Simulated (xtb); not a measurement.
CH5N3OSi, SMILES N#CO[SiH](N)N. All values are semi-empirical tight-binding results from xtb (GFN2-xTB unless named), good for trends rather than for accurate numbers. Geometry: GFN2-xTB. This is a generated structure with no PubChem entry under its InChIKey; it may be hypothetical. Other conformers were not sampled.

- orbital gap = 6.08 eV
- dipole moment = 6.44 D
- zero-point energy = 45.4 kcal/mol
- G − E(el) at 298.15 K (modified RRHO) = 24.8 kcal/mol
- static polarisability (D4 model) = 68.5 bohr³
- solvation energy, GFN2-xTB/ALPB(water) = -11.6 kcal/mol
- solvation energy, GFN2-xTB/ALPB(dmso) = -12.6 kcal/mol
